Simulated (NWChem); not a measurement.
**Correlation energy of Ga**

```
Ga
```
Charge 0, spin multiplicity 2.

The numbers come from NWChem runs, not from measurements.

Basis set: def2-QZVP. Each correlation energy counts from its own Hartree-Fock reference.

The Hamiltonian is non-relativistic. The correlated methods keep 9 core orbitals frozen. No SCF solution was tested for a lower state. Open-shell Hartree-Fock references start from PBE0 orbitals. No row is a measurement; the coupled-cluster row has its own basis-set and correlation limits.

Q: One of these methods gave a correlation energy of -229.2 mHa. Which?
A) SCS-UMP2
B) UMP2
C) CCSD(T) on ROHF
D) CCSD[T] on ROHF

A: B, UMP2. The others give -212.2 (SCS-UMP2), -239.3 (CCSD[T] on ROHF), -237.8 (CCSD(T) on ROHF).
